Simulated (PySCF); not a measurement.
**Electron correlation in N (nitrogen, neutral)**

[He] 2s2 2p3, high-spin 4S determinant. Calculation: PySCF 2.14, in aug-cc-pVDZ-DK; scalar relativity by spin-free X2C-1e. Frozen: 1s2; 5 electrons correlated.

MP2 pair energies summed by pair of shells (mhartree):

| pair | energy | share (%) |
| --- | --- | --- |
| 2s-2p | -47.96 | 63.9 |
| 2p-2p | -18.79 | 25.0 |
| 2s-2s | -8.28 | 11.0 |

Total MP2 correlation energy: -75.02 mhartree.

Same-spin part -22.72 and opposite-spin part -52.30 mhartree; SCS-MP2 scales them by 1/3 and 6/5 to -70.33 mhartree.

| level | correlation energy (mhartree) |
| --- | --- |
| CCSD | -92.55 |
| (T) | -1.27 |
| CCSD(T) | -93.82 |

Diagnostics: T1 = 0.0078, D1 = 0.0124, largest double amplitude 0.029.

**Question.** Is a single reference adequate?

**Answer.** Yes: T1 lies below 0.03 and no double amplitude reaches 0.07.
